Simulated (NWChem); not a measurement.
H3BS in NWChem

```xyz
5

B      0.7964     0.9179     0.0000
H      0.3680     2.0438     0.0000
H      1.9745     0.6698     0.0000
S     -0.4203    -0.3663     0.0000
H      0.3998    -1.4414     0.0000
```
Charge 0, spin multiplicity 1.

Program: NWChem. The geometry was optimised at PBE0/def2-SVP, a minimum by its harmonic frequencies. It is one conformer; others weren't searched.

Symmetry labels belong to the abelian group Cs used in the runs, with the axes of the coordinates shown.

B3LYP has NWChem's definition, with VWN1-RPA local correlation. The structure started from a generated list of species.

**Question.** List the lowest 6 singlet excitations that TD-B3LYP/def2-SVPD, VWN1-RPA local correlation gives, with oscillator strengths.

**Answer.** 
```
state  symmetry  energy (eV)  wavelength (nm)      f
-----  --------  -----------  ---------------  -----
1            a"         6.10              203  0.000
2            a'         6.32              196  0.159
3            a"         6.77              183  0.005
4            a"         6.90              180  0.023
5            a'         7.80              159  0.015
6            a"         8.00              155  0.037
```
